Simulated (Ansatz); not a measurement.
[BCl4]- (BCl4⁻), 5 atoms. Hardware: 4 threads of Arm Neoverse V2 on a shared host.

Correlated methods freeze 21 core orbitals.

(1) How many basis functions does each of these Ansatz runs have, and roughly what does it cost? r2SCAN-D4/def2-TZVPD, charge -1 triplet at the geometry of the charge -1 singlet, energy, from earlier orbitals; PBE0-D4/def2-TZVPD, charge -1 triplet at the geometry of the charge -1 singlet, energy; PBE-D4/def2-TZVPD, charge 0 doublet, energy, from earlier orbitals; PBE0-D4/def2-SVP, charge 0 doublet at the geometry of the charge -1 singlet, energy with a search over starts; B3LYP-D4/def2-SVPD, charge -1 singlet, relaxation, 3 steps; LC-ωPBE (ω = 0.20 bohr⁻¹)/def2-TZVPD, charge -1 singlet, energy, from earlier orbitals; ωB97X-V/def2-TZVPD, charge -1 singlet, energy, from earlier orbitals; B2PLYP/def2-TZVPD, charge -1 singlet, energy, from earlier orbitals; LC-ωPBE (ω = 0.30 bohr⁻¹)/def2-TZVPD, charge 0 doublet at the geometry of the charge -1 singlet, energy, from earlier orbitals; B3LYP-D4/def2-SVPD, charge -1 singlet, frequencies; r2SCAN-D4/def2-TZVPD, charge 0 doublet at the geometry of the charge -1 singlet, energy, from earlier orbitals; LC-ωPBE (ω = 0.20 bohr⁻¹)/def2-TZVPD, charge 0 doublet at the geometry of the charge -1 singlet, energy, from earlier orbitals.

## Answers

(1) Other jobs shared the machine, so times can vary by a factor of up to 3. A dash marks memory too small to be measured apart from the calling script's.

```tsv
run	functions	fitting or Cholesky vectors	wall time	peak host memory (GiB)
LC-ωPBE (ω = 0.20 bohr⁻¹)/def2-TZVPD, charge -1 singlet, energy, from earlier orbitals	221	1285	2.6 s	–
B3LYP-D4/def2-SVPD, charge -1 singlet, relaxation, 3 steps	128	1293	4.9 s	–
PBE-D4/def2-TZVPD, charge 0 doublet, energy, from earlier orbitals	221	1285	5.5 s	–
B2PLYP/def2-TZVPD, charge -1 singlet, energy, from earlier orbitals	221	1323	6 s	0.57
ωB97X-V/def2-TZVPD, charge -1 singlet, energy, from earlier orbitals	221	1321	7.5 s	0.8
PBE0-D4/def2-SVP, charge 0 doublet at the geometry of the charge -1 singlet, energy with a search over starts	86	794	13 s	–
LC-ωPBE (ω = 0.20 bohr⁻¹)/def2-TZVPD, charge 0 doublet at the geometry of the charge -1 singlet, energy, from earlier orbitals	221	1285	15 s	0.83
LC-ωPBE (ω = 0.30 bohr⁻¹)/def2-TZVPD, charge 0 doublet at the geometry of the charge -1 singlet, energy, from earlier orbitals	221	1285	17 s	0.89
r2SCAN-D4/def2-TZVPD, charge 0 doublet at the geometry of the charge -1 singlet, energy, from earlier orbitals	221	1285	29 s	0.76
PBE0-D4/def2-TZVPD, charge -1 triplet at the geometry of the charge -1 singlet, energy	221	1397	30 s	1.4
B3LYP-D4/def2-SVPD, charge -1 singlet, frequencies	128	1293	41 s	–
r2SCAN-D4/def2-TZVPD, charge -1 triplet at the geometry of the charge -1 singlet, energy, from earlier orbitals	221	1285	49 s	0.76
```
